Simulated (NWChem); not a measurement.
System: BNH2F2; SMILES FB(F)N

Program: NWChem. Coordinates come from a PBE0/def2-SVP optimisation. One conformer.

Diagonal of the polarisability tensor at B3LYP/def2-SVPD, static: 24.52, 28.16, 20.06 bohr³.

Problem. Find the mean polarisability volume, the molar refraction, and the refractive index that an ideal gas of it would have at 273.15 K and 1 atm.

Solution. 
1. Mean: one third of the trace = 24.25 bohr³ × 0.14818 Å³/bohr³ = 3.59 Å³.
2. Molar refraction (Lorentz-Lorenz): (4π/3) N_A α = 9.1 cm³/mol.
3. Number density p/kT = 2.687 × 10⁻⁵ Å⁻³; n − 1 = 2π N α = 6.07 × 10⁻⁴.
4. These hold the electronic response alone: vibrational and orientational terms add to the static dielectric constant.
